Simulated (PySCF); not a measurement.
Point-charge models of `[SiH3]n1ccnc1` against its computed dipole.

Coordinates (PBE0-D3(BJ)/def2-SVP, Å) and charges (e) from the PBE0/pcSseg-1 density (PySCF):

```json
{"atom": "Si1", "x": "1.899", "y": "0.035", "z": "0.002", "Mulliken": "+0.6373", "IAO": "+0.7294", "Hirshfeld": "+0.3859", "ESP-fitted": "+0.3583"}
{"atom": "N2", "x": "0.126", "y": "-0.076", "z": "-0.021", "Mulliken": "-0.7022", "IAO": "-0.3590", "Hirshfeld": "-0.1100", "ESP-fitted": "+0.0222"}
{"atom": "C3", "x": "-0.785", "y": "0.939", "z": "0.208", "Mulliken": "+0.0782", "IAO": "-0.1433", "Hirshfeld": "-0.0427", "ESP-fitted": "-0.5309"}
{"atom": "C4", "x": "-2.027", "y": "0.369", "z": "0.093", "Mulliken": "-0.0054", "IAO": "-0.0908", "Hirshfeld": "-0.0401", "ESP-fitted": "+0.2597"}
{"atom": "N5", "x": "-1.914", "y": "-0.963", "z": "-0.198", "Mulliken": "-0.3994", "IAO": "-0.3208", "Hirshfeld": "-0.2089", "ESP-fitted": "-0.5646"}
{"atom": "C6", "x": "-0.632", "y": "-1.198", "z": "-0.259", "Mulliken": "+0.2930", "IAO": "+0.0365", "Hirshfeld": "+0.0365", "ESP-fitted": "+0.2068"}
{"atom": "H7", "x": "2.391", "y": "-1.331", "z": "-0.316", "Mulliken": "-0.0903", "IAO": "-0.1043", "Hirshfeld": "-0.0609", "ESP-fitted": "-0.0737"}
{"atom": "H8", "x": "2.355", "y": "0.471", "z": "1.351", "Mulliken": "-0.0728", "IAO": "-0.1136", "Hirshfeld": "-0.0667", "ESP-fitted": "-0.0574"}
{"atom": "H9", "x": "2.349", "y": "1.021", "z": "-1.020", "Mulliken": "-0.0732", "IAO": "-0.1133", "Hirshfeld": "-0.0666", "ESP-fitted": "-0.0573"}
{"atom": "H10", "x": "-0.474", "y": "1.959", "z": "0.427", "Mulliken": "+0.1114", "IAO": "+0.1598", "Hirshfeld": "+0.0582", "ESP-fitted": "+0.2541"}
{"atom": "H11", "x": "-2.997", "y": "0.853", "z": "0.206", "Mulliken": "+0.1034", "IAO": "+0.1597", "Hirshfeld": "+0.0549", "ESP-fitted": "+0.0879"}
{"atom": "H12", "x": "-0.172", "y": "-2.164", "z": "-0.473", "Mulliken": "+0.1201", "IAO": "+0.1597", "Hirshfeld": "+0.0603", "ESP-fitted": "+0.0949"}
```

What dipole does each set of charges give (1 e·Å = 4.803 D), and what does the density give?

The full density gives (3.29, 1.36, 0.28) D, 3.57 D in size; dipole vectors point from the negative to the positive end.

```json
{"scheme": "Mulliken", "μx": "3.40", "μy": "1.15", "μz": "0.25", "size (D)": "3.60", "share of the full size (%)": "101", "angle to the full dipole (°)": "4"}
{"scheme": "IAO", "μx": "4.14", "μy": "1.07", "μz": "0.22", "size (D)": "4.28", "share of the full size (%)": "120", "angle to the full dipole (°)": "8"}
{"scheme": "Hirshfeld", "μx": "2.64", "μy": "0.66", "μz": "0.13", "size (D)": "2.72", "share of the full size (%)": "76", "angle to the full dipole (°)": "9"}
{"scheme": "ESP-fitted", "μx": "3.25", "μy": "1.37", "μz": "0.28", "size (D)": "3.54", "share of the full size (%)": "99", "angle to the full dipole (°)": "0"}
```

Which set comes closest?

Length of the difference vector: ESP-fitted 0.04 D, Mulliken 0.24 D, IAO 0.90 D, Hirshfeld 0.97 D. Closest: ESP-fitted. ESP charges are fitted to the potential around the molecule, whose slowest-falling term is the dipole's. The schemes that divide the density aren't constrained to reproduce the dipole.

What is left for the Hirshfeld atoms' own dipoles?

The Hirshfeld atoms' densities add up to the full density, so μ = Σ q r + Σ (atomic dipoles). The atomic dipoles sum to (3.29, 1.36, 0.28) − (2.64, 0.66, 0.13) = (0.65, 0.70, 0.15) D, 0.97 D in size.

With the origin at the mean of the coordinates, (0.010, -0.007, 0.000) Å, which are the largest single terms, by size, of the IAO dipole along the direction of the full one?

Si1 +6.15, N5 +3.32, H11 -1.86, H9 -1.34, H8 -1.34 D; all 12 atoms together +4.24 D. The single terms depend on the origin, their sum doesn't.

Give the size of the full dipole in other units.

3.57 D = 1.405 au = 0.744 e·Å = 11.91 × 10⁻³⁰ C·m.

Isolated species at its PBE0-D3(BJ)/def2-SVP geometry, gas phase.

The run behind these numbers computed NMR shieldings as well. Hardware: one thread of an Arm Neoverse V1, on a shared host. Cost: 13 s of wall time, 0.72 GiB resident at most.
